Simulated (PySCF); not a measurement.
SMILES O[Si](O)(O)S[SiH](F)F (H4F2O3SSi2), PBE0/def2-SVP optimised geometry.

```
12

Si    -0.34     1.63    -1.73
F     -1.16     2.82    -2.43
F     -0.32     0.39    -2.79
S     -1.37     1.04     0.00
Si    -0.71    -1.04     0.00
O      0.93    -1.04     0.00
O     -1.27    -1.85    -1.31
O     -1.30    -1.71     1.37
H      1.06     2.08    -1.56
H      1.37    -0.59     0.73
H     -1.07    -1.44    -2.16
H     -2.17    -2.13     1.31
```

Density from PBE0/def2-TZVP in PySCF at that geometry.

Minimum of the electron density along straight lines between bonded atoms, close to the bond critical point (lines longer than 1.1 times the sum of covalent radii, or with two minima, are not listed):

```
bond    length / Å  ρ at the minimum / e bohr⁻³  ∇²ρ there / e bohr⁻⁵  position (fraction from the first atom)
------  ----------  ---------------------------  --------------------  ---------------------------------------
Si1–F2       1.609                        0.137                  0.95                                     0.42
Si1–F3       1.630                        0.129                  0.87                                     0.42
Si1–S4       2.104                        0.108                  0.09                                     0.36
S4–Si5       2.175                        0.093                  0.08                                     0.64
Si5–O6       1.645                        0.142                  0.81                                     0.41
Si5–O7       1.634                        0.146                  0.85                                     0.41
Si5–O8       1.637                        0.144                  0.84                                     0.41
Si1–H9       1.475                        0.131                  0.12                                     0.49
O6–H10       0.962                        0.353                 -2.42                                     0.81
O7–H11       0.966                        0.348                 -2.41                                     0.81
O8–H12       0.962                        0.353                 -2.43                                     0.81
```
